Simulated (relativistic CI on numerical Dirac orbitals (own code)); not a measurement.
## Co2+: what numerical and physical settings do to a radial Dirac CI calculation

Reference input:

```
atom Co  Z=27  charge=2  electrons=25
nucleus A=59  rms_radius_fm=3.7875
hamiltonian dirac-coulomb  breit=on  qed=on  c_scale=1
orbitals kli  potential=per-configuration
slater_scale 1
correlation none
mixing on
grid step=0.0125 r_max=34.3
scf mixing=0.4 start=green max_iterations=150 tolerance=2e-08 node_fill=0.05
configurations
  [Ar] 3d7
end
```

Computed lowest total energy -1390.38873 Ha, first excitation 809.3 cm⁻¹, 12 SCF steps. Runs with settings changed; * marks those that are bad on purpose (the QED terms keep the true α when c is scaled):

```csv
Changed,Outcome,Lowest level,ΔE (Ha),First excitation (cm⁻¹),SCF steps,Message
"Breit term off, speed of light × 1.25, grid step 0.008",converged,3d⁷ ⁴F9/2,3.34,538.6,12,
"Slater scale 1.2, SCF tolerance 0.0001, speed of light × 1.25",converged,3d⁷ ⁴F9/2,3.66,518.6,8,
"start potential thomas-fermi, Slater scale 0.6, nuclear radius 4.1663 fm",converged,3d⁷ ⁴F9/2,0.0439,813.4,12,
node fill of the KLI weights 0,converged,3d⁷ ⁴F9/2,0.000409,797.9,12,
configuration list: overfill *,refused,,,,0,configuration [Ne] 3s2 3d11: a shell holds more than 4l+2 electrons
nuclear radius 37.875 fm *,converged,3d⁷ ⁴F9/2,0.436,809.4,12,
```

With so few configurations and no correlation, terms lie too far apart (by 10 to 50 % near neutrality), their order can be wrong, and levels of other configurations are missing.
